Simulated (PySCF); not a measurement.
# How the method changes the constants of PbO

State: ¹Σ⁺ (singlet), closed shell. Set-up: Pb def2-SVP with ECP60, O def2-SVP; scalar-relativistic core potentials (PySCF 2.14). De refers to Pb + O in their high-spin ground configurations, without counterpoise correction. A positive dipole means Pb(−)O(+). Levels whose curve was spin-contaminated or gave no clean fit are not listed.

| Level | Re (Å) | ωe (cm⁻¹) | De (eV) | μ (D) | CPU s a point (SCF and correlation, without the integrals) |
| --- | --- | --- | --- | --- | --- |
| RHF | 1.888 | 872 | 0.385 | -5.43 | 0.039 |
| RHF-CCSD | 1.937 | 772 | 3.68 | n/a | n/a |
| RHF-CCSD(T) | 1.975 | 681 | 4.22 | n/a | 0.58 |
| PBE | 1.965 | 716 | 5.35 | -3.91 | 0.5 |
| r²SCAN | 1.943 | 754 | 4.67 | -4.18 | 0.63 |
| M06-L | 1.954 | 740 | 5.11 | -4.42 | 1.2 |
| PBE0 | 1.929 | 778 | 4.33 | -4.38 | 0.91 |
| M06 | 1.938 | 765 | 5.07 | -4.63 | 0.61 |
| MN15 | 1.918 | 796 | 4.37 | -4.33 | 0.59 |
| CAM-B3LYP | 1.918 | 801 | 4.43 | -4.39 | 0.64 |

**Question.** Which functional lies closest to RHF-CCSD(T) in De, which farthest, and by how much do they differ from it?

**Answer.** Closest is PBE0 (-4.6 pm in Re, +14.2 % in ωe, +0.11 eV in De against RHF-CCSD(T) in the same basis), farthest PBE (-1.0 pm in Re, +5.1 % in ωe, +1.13 eV in De). CCSD(T) converges more slowly with the basis than the functionals do and binds too weakly in this one, so the order can change at the basis-set limit.

**Question.** What does a quarter of exact exchange do here, going from PBE to PBE0?

**Answer.** PBE0 less PBE: -3.6 pm in Re, +8.7 % in ωe, -1.02 eV in De. Exact exchange removes part of the self-interaction that spreads semilocal densities, and in most molecules shortens and stiffens the bond and lowers De; so it does here.

**Question.** What does the step from GGA to meta-GGA do here, going from PBE to r²SCAN?

**Answer.** r²SCAN less PBE: -2.2 pm in Re, +5.3 % in ωe, -0.68 eV in De. 

Measured (Huber and Herzberg, Constants of Diatomic Molecules (1979)): Re = 1.921813 Å, ωe = 721.0 cm⁻¹.

Correlated steps freeze 5 core orbitals. Correlated levels converge slowly with the basis: in double zeta they bind strong bonds too weakly, by up to about 1 eV, and carry superposition errors of some tenths. Spin–orbit coupling is left out, which matters for elements this heavy, above all for dissociation energies. Where the molecule has an RHF reference, its open-shell atoms are computed with UHF. The CCSD T1 diagnostic is raised, a sign that a single reference may not be enough here.

The whole job (state search and all levels along the bond) took about 1.4 min on 1 thread of Intel Xeon Platinum 8488C (shared host), peak memory 0.46 GiB.
